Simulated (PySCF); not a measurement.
Zr(OEt)(H)3 (C₂H₈OZr), SMILES CC[O][ZrH3], multiplicity 1.

Geometry optimised at PBE0-D3(BJ)/def2-SVP. The multiplicity is an assumed one; no other spin state was optimised. The structure was generated by enumeration; whether it is a known compound was not checked. The def2 effective core potentials stand for the cores of Zr; spin–orbit coupling is left out. The values are those of a single conformer.

Two levels are set side by side: PBE/def2-TZVP (PySCF) and B3LYP/def2-TZVP (PySCF). Same geometry, gas phase. Differences are taken from unrounded values.

```csv
quantity,PBE
orbital gap (eV),4.00
highest occupied level (eV),-6.51
lowest empty level (eV),-2.51
dipole moment (D),2.54
mean polarisability (bohr³),82.8
```

These are the PBE values. What does B3LYP give? (Estimate from the structure and the level; the computed values follow.)


```csv
quantity,B3LYP,PBE minus B3LYP
orbital gap (eV),5.79,-1.79
highest occupied level (eV),-7.67,1.16
lowest empty level (eV),-1.88,-0.63
dipole moment (D),2.38,0.16
mean polarisability (bohr³),79.0,3.8
```

PBE's occupied levels lie high since its potential decays too fast outside the molecule; exact exchange lowers them and widens the gap. PBE's more diffuse valence density responds more strongly to a field. Differences between two approximate levels are no errors against the true value.

Rough cost on one machine, each run with all the roots and properties that it gave: B3LYP against PBE within a factor of 2.
